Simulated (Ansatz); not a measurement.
CH9B2GaSi, 14 atoms. Charge 0, multiplicity 1. Correlated methods include outer-core shells of Ga, which these sets cover unevenly. Scalar relativity is left out up to krypton. The bonds changed during the relaxation, so this is another structure than the one it started from. Hardware: A = 2 threads of an AMD EPYC 7R13 on a shared host; B = 2 threads of an AMD EPYC 7R13 on a shared host and a share of an NVIDIA H100 80 GB. Correlated methods freeze the cores. Open-shell runs search over several starts.

Problem. How many basis functions does each run have, and how long does it take in Ansatz? RKS PBE0-D4/def2-TZVP relaxation (27 steps) [B]; RKS ωB97M-V/def2-QZVPP energy [B]; RKS PBE0-D4/def2-TZVP frequencies [B]; RKS PBE0-D4/def2-SVP energy [A]; UKS PBE-D4/def2-TZVPP energy of the cation [B]; UHF-MP2/def2-QZVPP energy of the cation [B]; direct RPA on PBE orbitals/def2-TZVPP energy [B]; RKS r2SCANh-D4/def2-TZVPP energy [B]; UKS PBE0-D4/def2-TZVPP energy of the cation [B]; RHF-CCSD(T)/def2-TZVPP energy [B]; UKS r2SCAN-D4/def2-TZVPP energy of the cation [B]; UKS B3LYP-D4/def2-TZVPP energy of the cation [B]. (An estimate is asked.)

Solution. Ansatz gave: Other jobs shared the machine, so times are rough.

```json
{"level": "RKS PBE0-D4/def2-SVP", "job": "energy [A]", "functions": "137", "wall time": "3.6 s", "peak host memory (GiB)": "0.64"}
{"level": "RKS r2SCANh-D4/def2-TZVPP", "job": "energy [B]", "functions": "309", "wall time": "4 s", "peak host memory (GiB)": "0.87"}
{"level": "UKS PBE0-D4/def2-TZVPP", "job": "energy of the cation [B]", "functions": "309", "wall time": "6 s", "peak host memory (GiB)": "0.9"}
{"level": "RHF-CCSD(T)/def2-TZVPP", "job": "energy [B]", "functions": "309", "wall time": "6.6 s", "peak host memory (GiB)": "0.86"}
{"level": "direct RPA on PBE orbitals/def2-TZVPP", "job": "energy [B]", "functions": "309", "wall time": "7.5 s", "peak host memory (GiB)": "1.4"}
{"level": "UKS PBE-D4/def2-TZVPP", "job": "energy of the cation [B]", "functions": "309", "wall time": "8 s", "peak host memory (GiB)": "0.89"}
{"level": "UKS r2SCAN-D4/def2-TZVPP", "job": "energy of the cation [B]", "functions": "309", "wall time": "9 s", "peak host memory (GiB)": "0.96"}
{"level": "UKS B3LYP-D4/def2-TZVPP", "job": "energy of the cation [B]", "functions": "309", "wall time": "9.6 s", "peak host memory (GiB)": "0.9"}
{"level": "RKS ωB97M-V/def2-QZVPP", "job": "energy [B]", "functions": "600", "wall time": "11 s", "peak host memory (GiB)": "1.3"}
{"level": "UHF-MP2/def2-QZVPP", "job": "energy of the cation [B]", "functions": "600", "wall time": "15 s", "peak host memory (GiB)": "1.3"}
{"level": "RKS PBE0-D4/def2-TZVP", "job": "relaxation (27 steps) [B]", "functions": "232", "wall time": "45 s", "peak host memory (GiB)": "0.91"}
{"level": "RKS PBE0-D4/def2-TZVP", "job": "frequencies [B]", "functions": "232", "wall time": "2.6 min", "peak host memory (GiB)": "0.91"}
```

B3LYP here is the variant with VWN-RPA as its local correlation; programs differ in this.
